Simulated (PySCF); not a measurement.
Method: PySCF with B3LYP-D3(BJ)/def2-TZVP // r2SCAN-D4/def2-SVP. Isolated molecules, 0 K electronic values unless said otherwise. One relaxed conformer stands for a flexible species; it need not be the lowest. B3LYP has the VWN-RPA correlation part, as in Gaussian. 

Reference species: [Cd(NH2)2] (neutral, multiplicity 1).

```
Quantity                                                        Result
------------------------------------------------------------  --------
HOMO                                                          -6.45 eV
mean distance from the central atom to its bonded neighbours   2.005 Å
charge on the central atom (Mulliken)                           0.77 e
LUMO                                                          -0.94 eV
```

Changed species: [Cd(OH)(NH2)] (1 of 2 OH replaced by NH2; the reference has 2 of 2 OH replaced by NH2).

Q: Predict the effect on the HOMO, mean distance from the central atom to its bonded neighbours, charge on the central atom (Mulliken) and LUMO.

A: the HOMO falls by 0.47 eV, to -6.92 eV; the mean distance from the central atom to its bonded neighbours drops by 0.021 Å, to 1.984 Å; the charge on the central atom (Mulliken) rises by 0.04 e, to 0.81 e; the LUMO decreases by 0.44 eV, to -1.38 eV.
